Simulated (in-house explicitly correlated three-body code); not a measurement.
Computed with an exponentially correlated three-body code. Model: two electrons around a point charge, non-relativistic, variational in 260 exponentially correlated functions (energies converged to about 1e-7 hartree, or 1e-8 relative for large Z).

Command:
```bash
python run_hyl.py task.json out
```
Settings (lengths in bohr, energies in hartree):
```
Z                      1.5
nuclear_mass           2
interaction_strength   1
functions              260
states_tried           13
```

Cost of the run: 65 s on 1 thread of Arm Neoverse N1, with other jobs on the host.

**Those bound S and P states to n = 4 that converged, binding against the one-electron ion.**

Given: nuclear charge 1.5; mass of the centre 2 electron masses.

Computed: one-electron threshold -0.75 hartree.

```
term  energy (hartree)  binding (eV)
1 1S      -0.970855091        6.0098
2 3S      -0.785976052       0.97896
2 3P                 ?             ?
2 1S      -0.779690611       0.80792
2 1P                 ?             ?
3 3S      -0.763622732       0.37069
3 1S       -0.76208251       0.32878
4 3S      -0.757130898       0.19404
4 1S      -0.756533256       0.17778
```

Problem. What belongs in the row 2 3P?

Solution. energy (hartree): -0.779921141; binding (eV): 0.8142.

Problem. What belongs in the row 2 1P?

Solution. energy (hartree): -0.77186538; binding (eV): 0.59499.

**Converged states only, values per electron or pair.**

```
term  mean r (bohr)  mean r squared (bohr²)  mean inverse r (1/bohr)  mean r12 (bohr)  mean inverse r12 (1/bohr)  mean cosine  mean p1 dot p2 (bohr⁻²)  delta r1 (bohr⁻³)  delta r12 (bohr⁻³)
1 1S          2.036                  5.8562                  0.79325           3.0163                    0.43803     0.022256                -0.018418            0.20374           0.0077349
2 3S              ?                       ?                        ?                ?                          ?            ?                        ?                  ?                   -
2 3P         5.5937                    60.6                  0.56437           9.8166                    0.13326   -0.0013739                -0.036495            0.15566                   -
2 1S         7.1621                  97.441                   0.5534           12.895                    0.10083     0.015728                -0.011269            0.16152          0.00048445
2 1P         8.1104                  129.28                  0.54194           14.771                   0.082103     0.018082               -0.0070488            0.15962          3.0956e-06
3 3S              ?                       ?                        ?                ?                          ?            ?                        ?                  ?                   -
3 1S         16.329                   552.8                  0.52264           31.182                    0.04374    0.0096502                -0.005115            0.15978          0.00012949
4 3S         27.085                  1563.8                  0.51332           52.682                   0.025698    0.0071922                -0.002419            0.15943                   -
4 1S         29.494                  1860.5                  0.51246             57.5                   0.024315    0.0061076               -0.0028984            0.15938          5.2034e-05
```

Problem. What belongs in the row 2 3S?

Solution. mean r (bohr): 6.0603; mean r squared (bohr²): 67.883; mean inverse r (1/bohr): 0.5613; mean r12 (bohr): 10.703; mean inverse r12 (1/bohr): 0.11195; mean cosine: 0.023732; mean p1 dot p2 (bohr⁻²): -0.0050488; delta r1 (bohr⁻³): 0.16222.

Problem. What belongs in the row 3 3S?

Solution. mean r (bohr): 14.571; mean r squared (bohr²): 436.65; mean inverse r (1/bohr): 0.52476; mean r12 (bohr): 27.669; mean inverse r12 (1/bohr): 0.04704; mean cosine: 0.012156; mean p1 dot p2 (bohr⁻²): -0.0037893; delta r1 (bohr⁻³): 0.15989.
